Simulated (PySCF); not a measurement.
All of these have the formula C6H12O2. Method: TDDFT PBE0/def2-SVPD, vertical, gas phase, core orbitals frozen in the response (PySCF 2.14.0, density-fitted response routines). Geometries: GFN2-xTB; one conformer of each isolated species. Triplets are in the Tamm–Dancoff approximation. 'Strongest' means the level of largest summed f among the lowest 6 singlets; it needn't be the same kind of state in each.

Question: Rank by computed lowest singlet excitation energy, highest first.
A. `CC1(C)CCOCO1`
B. `CC(C)CCOC=O`
C. `CCOCCC(C)=O`
D. `C=CCC(OC)OC`
E. `C=C[C@H](COC)OC`

Answer: A (7.22 eV), D (6.81 eV), E (6.16 eV), B (6.00 eV), C (4.44 eV).

```tsv
SMILES	S1 (eV)	gap (eV)	first f ≥ 0.01 (nm)	strongest (eV)	T1 (eV)	S1 mainly
CC1(C)CCOCO1	7.22	8.24	170	7.78	7.06	H→L (93%)
C=CCC(OC)OC	6.81	7.62	182	6.81	4.45	H→L (74%)
C=C[C@H](COC)OC	6.16	7.33	184	7.52	4.42	H→L (97%)
CC(C)CCOC=O	6.00	8.37	159	7.78	5.41	H→L (97%)
CCOCCC(C)=O	4.44	6.71	182	6.81	3.84	H→L (95%)
```

H and L stand for HOMO and LUMO.

- `CC1(C)CCOCO1`: Löwdin shares by element: HOMO oxygen 54%, carbon 10% or more, hydrogen 8% or more (atoms not listed hold the other 28%); LUMO carbon 30% or more, hydrogen 9% or more (atoms not listed hold the other 61%).
- `C=CCC(OC)OC`: Löwdin shares by element: HOMO carbon 52% or more, oxygen 22% or more (atoms not listed hold the other 26%); LUMO carbon 68% or more, hydrogen 13% or more (atoms not listed hold the other 19%).
- `C=C[C@H](COC)OC`: Löwdin shares by element: HOMO oxygen 60%, carbon 16% or more (atoms not listed hold the other 24%); LUMO carbon 67% or more, hydrogen 12% or more (atoms not listed hold the other 20%).
- `CC(C)CCOC=O`: S1 has the pattern of n→π* at C=O.
- `CCOCCC(C)=O`: S1 has the pattern of n→π* at C=O.

Without π bonds the low states may be Rydberg-like; a valence basis with one diffuse set may place them up to an eV too high.
